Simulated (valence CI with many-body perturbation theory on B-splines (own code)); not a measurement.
Which ion has this spectrum?

A relativistic CI+MBPT calculation for an atom or ion with 7 electrons gives these levels (Ry):

```
  J  Parity       E     g
3/2     odd    0.00  1.35
3/2     odd   30.43  1.44
5/2     odd   31.96  1.18
1/2     odd   34.46  0.64
5/2    even   47.71  1.47
1/2    even   53.16  2.07
3/2    even   53.27  1.19
3/2     odd   64.99  1.29
3/2    even   79.69  1.57
5/2    even   82.20  1.28
1/2    even   85.18  1.40
3/2    even   85.97  1.05
3/2     odd  105.07  1.31
1/2    even  116.87  1.79
```

The energies are calculated, and their last digits are not significant.

Task: Which is it?
A. La50+
B. Xe47+
C. Cs48+
D. Nd53+

Result: A. La50+, ground level (2s^2 2p1/2^2 2p3/2) J=3/2.
